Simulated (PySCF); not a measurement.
C8H16OS.
SMILES with atom numbers: `[CH3:1][CH:2]([CH3:3])[C@@:4]1([CH3:5])[CH2:6][CH2:7][S@:8](=[O:9])[CH2:10]1` (hydrogens: H11, H12, H13 on C1; H14 on C2; H15, H16, H17 on C3; H18, H19, H20 on C5; H21, H22 on C6; H23, H24 on C7; H25, H26 on C10)

Cartesian coordinates in Å at the PBE0-D3(BJ)/def2-SVP level; atoms count from 1:
```xyz
26
C8H16OS angstrom
C     -2.166   -1.597   -0.616
C     -1.458   -0.255   -0.465
C     -2.255    0.659    0.461
C      0.031   -0.402   -0.055
C      0.207   -1.110    1.293
C      0.825   -1.134   -1.155
C      2.310   -0.895   -0.936
S      2.536    0.736   -0.081
O      3.028    0.419    1.309
C      0.714    0.969   -0.004
H     -1.658   -2.262   -1.330
H     -2.234   -2.126    0.348
H     -3.195   -1.449   -0.979
H     -1.443    0.225   -1.463
H     -2.344    0.234    1.473
H     -3.277    0.795    0.075
H     -1.804    1.658    0.555
H      1.251   -1.048    1.631
H     -0.404   -0.630    2.072
H     -0.088   -2.168    1.232
H      0.522   -0.731   -2.137
H      0.604   -2.212   -1.171
H      2.773   -1.587   -0.217
H      2.902   -0.901   -1.862
H      0.444    1.590   -0.876
H      0.540    1.547    0.915
```

Method used: PySCF 2.14.0, PBE0-D3(BJ)/def2-SVP geometry optimisation, gas phase.

Take the most abundant isotopes and a rigid rotor. The values belong to one conformer with, in the numbering `[CH3:1][CH:2]([CH3:3])[C@@:4]1([CH3:5])[CH2:6][CH2:7][S@:8](=[O:9])[CH2:10]1`, C1–C2–C4–C5 -61°, C2–C4–C6–C7 163°, C4–C6–C7–S8 -28°, C6–C7–S8–O9 111°, C7–S8–C10–C4 25°.

Task: Give the principal moments of inertia and the rotational constants in MHz.

Result: Ia = 231.12, Ib = 675.37, Ic = 738.41 u·Å²; 505379 MHz·u·Å²/I gives A = 2187, B = 748.3, C = 684.4 MHz.

Task: What kind of rotor is it?

Result: A near-prolate asymmetric top. Ray's parameter κ = (2B − A − C)/(A − C) = -0.915; −1 is the prolate and +1 the oblate limit.

Task: What does the inertial defect say?

Result: Not planar: Δ = Ic − Ia − Ib = -168.08 u·Å². For a rigid frame Δ = −2 Σ m c², so Σ m c² = 84.04 u·Å² lies off the ab plane: 24.32 from hydrogen and 59.72 from heavier atoms. The atom farthest from that plane is 2.17 Å away.

Task: Predict some low-J microwave lines.

Result: The dipole components are |μa| = 3.15 D, |μb| = 1.80 D, |μc| = 2.15 D. Intensities carry the squares of the components, which stand as 1.00 : 0.33 : 0.46 (a : b : c). Some lines, for components of 0.1 D or more:

| type | branch | J(Ka,Kc) | MHz | lower level (cm⁻¹) |
| --- | --- | --- | --- | --- |
| c | Q | 1(1,1) ← 1(0,1) | 1438 | 0.048 |
| c | Q | 3(2,2) ← 3(1,2) | 4221 | 0.342 |
| b | Q | 3(2,1) ← 3(1,2) | 4231 | 0.342 |
| b | R | 2(1,2) ← 1(0,1) | 4240 | 0.048 |
| b | R | 3(1,3) ← 2(0,2) | 5578 | 0.143 |
| a | R | 5(0,5) ← 4(0,4) | 7123 | 0.477 |
| a | R | 5(4,1) ← 4(4,0) | 7168 | 1.263 |
| a | R | 5(2,3) ← 4(2,2) | 7200 | 0.675 |
| b | R | 2(2,1) ← 1(1,0) | 7245 | 0.098 |
| c | Q | 4(3,2) ← 4(2,2) | 7328 | 0.675 |
| b | Q | 5(4,2) ← 5(3,3) | 10287 | 1.159 |
| b | Q | 4(4,1) ← 4(3,2) | 10289 | 0.919 |
| c | R | 4(2,3) ← 3(1,3) | 10333 | 0.329 |
| b | R | 5(3,2) ← 4(2,3) | 14530 | 0.674 |

Task: Estimate the classical rotational partition function at 10 K, 50 K and 100 K.

Result: Point group C1, symmetry number σ = 1; q = (√π/σ)·√((kT/h)³/(ABC)), k/h = 20836.6 MHz/K: 5040 at 10 K, 56300 at 50 K, 159000 at 100 K.

Not checked by PBE0-D3(BJ)/def2-SVP frequencies. Constants of a rigid frame at the computed geometry: no zero-point averaging, no centrifugal distortion. A rigid rotor knows nothing of internal rotation, which can split or shift real lines.
